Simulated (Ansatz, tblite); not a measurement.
Forces on Sn₂₁AsH₂₈⁺, a doped nanocrystal cut from the lattice of tin (As on an inner site) at its r2SCAN-D4/def2-SVP geometry. The state is a singlet with charge 1.

In the def2 sets Sn takes a core potential; there is no spin–orbit coupling. The xTB rows come from tblite. Single mean-field runs in def2-TZVP are fitted with def2-universal-jkfit.

GFN2-xTB (tblite), largest force 0.54 eV/Å:

```xyz
50
positions Å, forces eV/Å
Sn   -1.493    0.062    4.733    0.125   -0.021   -0.003
Sn   -4.507    1.520    1.463   -0.056   -0.019   -0.040
Sn    0.942   -3.842    4.084    0.010    0.047   -0.046
Sn    2.857    0.237    3.616   -0.196   -0.044   -0.340
Sn   -0.062    1.621    0.658    0.403   -0.191    0.081
Sn    4.279    1.727    0.078   -0.343   -0.196    0.023
Sn    2.342   -2.149    0.035   -0.140    0.178    0.018
Sn    1.690    3.404   -3.192    0.097   -0.048    0.063
Sn   -2.080   -2.370    0.807    0.016   -0.235   -0.080
Sn   -5.044   -0.902   -2.407   -0.018    0.064    0.020
Sn   -0.496   -0.707   -3.139    0.024   -0.228   -0.099
Sn   -2.928    3.177   -2.467   -0.061   -0.025   -0.027
Sn    4.136   -0.487   -3.871   -0.032    0.003    0.059
Sn    0.967   -1.228    5.080   -0.051   -0.045    0.051
Sn   -2.087    0.182    1.990   -0.293    0.205    0.298
Sn   -4.973    1.666   -1.295   -0.032    0.024   -0.003
Sn    0.361   -3.648    1.350    0.112   -0.166    0.137
As    2.240    0.318    1.034    0.480    0.092    0.231
Sn   -0.437    1.913   -2.120   -0.096    0.412   -0.194
Sn    4.092    2.053   -2.701    0.004    0.012   -0.084
Sn    2.006   -1.920   -2.747    0.210   -0.065   -0.104
Sn   -2.581   -2.171   -1.952   -0.289   -0.078   -0.149
H    -2.722   -0.828    5.536    0.139    0.238   -0.103
H    -1.421    1.645    5.392   -0.128   -0.210   -0.050
H    -4.413    3.086    2.162   -0.057   -0.278   -0.006
H    -5.743    0.636    2.264    0.225    0.224   -0.044
H    -0.280   -4.746    4.880    0.207    0.021   -0.068
H     2.465   -4.592    4.326   -0.193   -0.030    0.018
H     2.948    1.910    3.996    0.118   -0.183   -0.073
H     4.448   -0.410    3.553   -0.159    0.206    0.000
H     0.351    3.103    1.448   -0.103   -0.220   -0.133
H     4.155    3.172    1.000    0.091   -0.210   -0.009
H     5.612    0.809    0.654   -0.172    0.192    0.035
H     3.952   -2.552    0.511   -0.155    0.085   -0.026
H     1.738    4.964   -2.477   -0.074   -0.153   -0.184
H     1.465    3.569   -4.886   -0.017    0.074    0.284
H    -3.333   -3.282    1.565    0.184    0.182   -0.091
H    -6.292   -1.832   -1.682    0.131    0.056   -0.184
H    -5.321   -0.812   -4.099   -0.025   -0.108    0.204
H    -0.761   -0.583   -4.839    0.039    0.031    0.270
H    -2.832    4.744   -1.767    0.023   -0.194   -0.207
H    -3.163    3.349   -4.160    0.088    0.080    0.298
H     5.628   -1.271   -3.549   -0.129    0.038   -0.144
H     3.915   -0.341   -5.566    0.111   -0.080    0.171
H     1.533   -1.148    6.705   -0.021    0.035   -0.104
H    -6.474    2.468   -1.560    0.118   -0.047    0.027
H     0.421   -5.187    0.575   -0.046    0.207    0.080
H     5.476    2.993   -3.113   -0.087   -0.034    0.061
H     1.978   -3.554   -3.298   -0.040    0.214    0.063
H    -2.551   -3.764   -2.611    0.058    0.187    0.102
```

PBE0-D4/def2-TZVP (Ansatz), largest force 0.14 eV/Å:

```
Sn 0.004 -0.007 -0.017
Sn 0.014 -0.013 0.006
Sn -0.003 0.023 -0.006
Sn -0.019 0.013 -0.115
Sn 0.084 -0.062 0.008
Sn -0.087 -0.059 0.054
Sn 0.009 0.125 0.055
Sn -0.007 -0.017 0.007
Sn 0.000 0.033 0.013
Sn 0.023 -0.003 0.008
Sn 0.000 0.031 0.014
Sn 0.019 -0.009 -0.003
Sn -0.012 0.013 0.016
Sn 0.023 0.017 -0.032
Sn 0.061 -0.008 -0.048
Sn 0.012 -0.011 0.000
Sn -0.002 0.033 -0.024
As -0.019 -0.002 -0.009
Sn 0.019 -0.051 0.055
Sn -0.006 -0.013 0.040
Sn -0.024 0.009 0.032
Sn 0.031 0.016 0.019
H 0.080 0.058 -0.057
H -0.001 -0.098 -0.054
H 0.005 -0.101 -0.048
H 0.082 0.054 -0.057
H 0.079 0.060 -0.058
H -0.095 0.053 -0.024
H -0.011 -0.110 -0.031
H -0.111 0.034 0.006
H -0.028 -0.119 -0.061
H 0.000 -0.097 -0.061
H -0.089 0.057 -0.048
H -0.116 0.031 -0.033
H -0.008 -0.106 -0.036
H 0.012 -0.014 0.112
H 0.090 0.065 -0.057
H 0.085 0.063 -0.041
H 0.024 -0.002 0.111
H 0.017 -0.010 0.123
H 0.000 -0.105 -0.037
H 0.014 -0.017 0.112
H -0.100 0.048 -0.012
H 0.010 -0.012 0.114
H -0.049 -0.008 -0.119
H 0.107 -0.056 0.019
H -0.010 0.110 0.055
H -0.106 -0.068 0.024
H -0.003 0.118 0.036
H 0.000 0.114 0.048
```

BHLYP-D4/def2-TZVP (Ansatz), largest force 0.27 eV/Å:

```
Sn -0.057 0.018 0.023
Sn -0.013 -0.007 0.087
Sn 0.002 -0.052 0.035
Sn 0.062 0.070 -0.133
Sn 0.137 -0.013 0.049
Sn -0.051 -0.049 0.147
Sn 0.095 0.147 0.099
Sn -0.035 0.043 -0.034
Sn -0.058 0.009 0.068
Sn -0.036 -0.050 -0.035
Sn -0.005 0.063 -0.062
Sn 0.045 0.053 -0.055
Sn 0.035 -0.017 -0.048
Sn 0.069 0.034 0.066
Sn 0.087 -0.004 -0.080
Sn -0.079 0.047 -0.012
Sn 0.010 -0.035 -0.097
As -0.039 -0.009 -0.020
Sn 0.019 -0.075 0.089
Sn 0.084 0.049 0.030
Sn -0.042 -0.090 0.032
Sn 0.058 -0.065 -0.005
H 0.160 0.123 -0.107
H -0.010 -0.204 -0.095
H -0.005 -0.203 -0.091
H 0.159 0.120 -0.108
H 0.166 0.115 -0.109
H -0.200 0.099 -0.038
H -0.012 -0.233 -0.052
H -0.227 0.085 0.018
H -0.070 -0.230 -0.124
H 0.017 -0.200 -0.128
H -0.183 0.131 -0.091
H -0.241 0.054 -0.074
H -0.013 -0.208 -0.088
H 0.026 -0.017 0.226
H 0.179 0.132 -0.113
H 0.163 0.124 -0.095
H 0.036 -0.010 0.223
H 0.035 -0.019 0.246
H -0.008 -0.206 -0.087
H 0.026 -0.021 0.224
H -0.200 0.100 -0.039
H 0.031 -0.025 0.226
H -0.097 -0.018 -0.240
H 0.217 -0.118 0.038
H -0.020 0.223 0.115
H -0.212 -0.139 0.049
H -0.003 0.241 0.071
H -0.001 0.232 0.097
```
